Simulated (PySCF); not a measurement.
# Electronic structure of Cl⁺ (chlorine, charge +1) at the UHF level

Configuration: [Ne] 3s2 3p4, high-spin 3P determinant. Calculation: PySCF 2.14, in def2-TZVP (5s5p2d1f, 37 functions); no relativity, point nucleus.

| Item | Value |
| --- | --- |
| Total energy | -459.044148 hartree |
| One-electron energy | -627.2673 hartree |
| Hartree (Coulomb) energy | 195.4851 hartree |
| Exchange energy | -27.2619 hartree |
| Kinetic energy | 459.02693 hartree |
| ⟨S²⟩ | 2.0108 |
| ⟨L²⟩ | 2.038 |
| Sum of ⟨r⟩ | 13.36 bohr |
| Sum of ⟨r²⟩ | 20.76 bohr² |
| Traceless quadrupole moment −½Σ⟨3z² − r²⟩ along its main axis | -1.45 e·bohr² |
| Density at the nucleus (Gaussians lack the cusp) | 3100 bohr⁻³ |
| Spin density at the nucleus | 0.350 bohr⁻³ |
| Langevin diamagnetic susceptibility | -16.4 ×10⁻⁶ cm³/mol |
| Time after the integrals | 0.09 s of wall time on 1 thread of Neoverse-V2 (shared host) |

| shell | electrons | mean orbital energy (hartree) | spread (hartree) | rms radius, mean of both spins (bohr) |
| --- | --- | --- | --- | --- |
| 1s α | 1 | -105.37159 | 0 | 0.106 |
| 1s β | 1 | -105.34424 | 0 | 0.106 |
| 2s α | 1 | -11.08815 | 0 | 0.481 |
| 2s β | 1 | -11.06329 | 0 | 0.481 |
| 2p α | 3 | -8.56179 | 0.02711 | 0.451 |
| 2p β | 3 | -8.51551 | 0.02196 | 0.451 |
| 3s α | 1 | -1.60084 | 0 | 1.62 |
| 3s β | 1 | -1.34565 | 0 | 1.62 |
| 3p α | 3 | -0.96879 | 0.08334 | 1.86 |
| 3p β | 1 | -0.86892 | 0 | 1.86 |
